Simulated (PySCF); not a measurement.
Se(iPr)(NH2) (C₃H₉NSe), SMILES N[Se]C(C)C. The structure is a stationary point at PBE0-D3(BJ)/def2-SVP. The values are those of a single conformer.

Computed equilibrium geometry at PBE0-D3(BJ)/def2-SVP (PySCF confirms it by a frequency run) as a Z-matrix (one conformer of several):
```
C
H 1 1.1029
C 1 1.5151 2 109.81
H 3 1.1010 1 111.39 2 60.01
H 3 1.1015 4 108.05 1 -122.10
H 3 1.1031 4 107.31 5 -116.54
C 1 1.5193 2 109.35 3 -124.69
H 7 1.1011 1 111.80 2 -56.86
H 7 1.1019 8 107.70 1 -121.47
H 7 1.1022 8 108.10 9 -116.00
Se 1 1.9792 2 105.85 7 -114.68
N 11 1.8323 1 103.16 2 -64.83
H 12 1.0169 11 112.84 1 -64.75
H 12 1.0171 13 110.20 4 -72.61
```
Charge 0, spin multiplicity 1.
